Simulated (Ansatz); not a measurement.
A nudged elastic band was laid between two geometries of CH6OSi + FH (11 atoms, charge 0, multiplicity 1).

All numbers below come from Ansatz 0.2.0, RHF/def2-SVP.

```yaml
movable_images: 5
climbing_image: yes
spring: 5.0 eV/Å²
optimiser: quadratic models (default)
start_path: through a guess of the saddle point
force_threshold: 0.05 eV/Å
iteration_limit: 60
end_points: relaxed
```

Image 0:

```xyz
11
Properties=species:S:1:pos:R:3
Si -0.556 0.506 -0.949
C 0.060 -1.239 -0.614
H -0.369 0.851 -2.374
H -2.002 0.574 -0.619
O 0.292 1.625 -0.078
H 1.321 0.291 2.728
F 0.473 0.598 2.672
H -0.042 -1.488 0.446
H 1.112 -1.344 -0.890
H -0.514 -1.973 -1.186
H 0.225 1.600 0.865
```

Image 6:

```xyz
11
Properties=species:S:1:pos:R:3
Si -1.134 1.614 -0.257
C 0.897 -2.042 0.222
H -1.721 0.802 -1.325
H -1.788 2.924 -0.107
O 0.463 1.764 -0.567
H 0.098 -1.724 0.891
F -1.343 0.850 1.144
H 1.703 -2.491 0.805
H 1.276 -1.176 -0.320
H 0.511 -2.776 -0.486
H 1.038 2.255 0.000
```

(1) What changes between the two ends?

(2) What energy profile does the band end with?

(3) What is the geometry of the highest image?

Answers

(1) Bonds broken: Si1–C2, H6–F7. Bonds formed: Si1–F7, C2–H6. CH6OSi + FH becomes CH4 + FH3OSi.

(2) The run converged. The highest image is number 3 of 0 to 6, 52.2 kcal/mol above the first end and 88.5 kcal/mol above the last; the last end lies 36.3 kcal/mol below the first. Neighbouring images differ by up to 3.2 eV, so the band resolves the path poorly. A vibrational analysis at the climbing image gives one clearly imaginary mode, 1491i cm⁻¹: a first-order saddle point. The orbitals stay closed-shell, which can raise the energy where a bond breaks towards radicals; this wasn't checked here.

```tsv
image	path coordinate (Å)	energy (kcal/mol)	Si1–C2 (Å)	H6–F7 (Å)	Si1–F7 (Å)
0	0.00	0.0	1.88	0.90	3.77
1	1.29	0.5	1.88	0.90	3.41
2	2.59	5.8	1.91	0.91	2.90
3	3.88	52.2	2.14	1.21	2.02
4	5.60	-22.6	3.16	1.90	1.63
5	7.32	-35.8	3.94	2.64	1.61
6	9.04	-36.3	4.21	2.96	1.61
```

(3) 
```xyz
11
Properties=species:S:1:pos:R:3
Si -0.477 0.705 -0.332
C 0.319 -1.272 -0.148
H -0.436 0.507 -1.796
H -1.897 0.765 0.026
O 0.523 1.989 -0.172
H 0.124 -0.499 0.889
F -0.161 0.404 1.637
H 0.592 -1.960 0.661
H 1.196 -1.155 -0.781
H -0.491 -1.751 -0.697
H 0.709 2.266 0.713
```

The run took 97 s on 2 threads of Arm Neoverse V1, with other jobs on the host, peak memory 0.17 GiB.
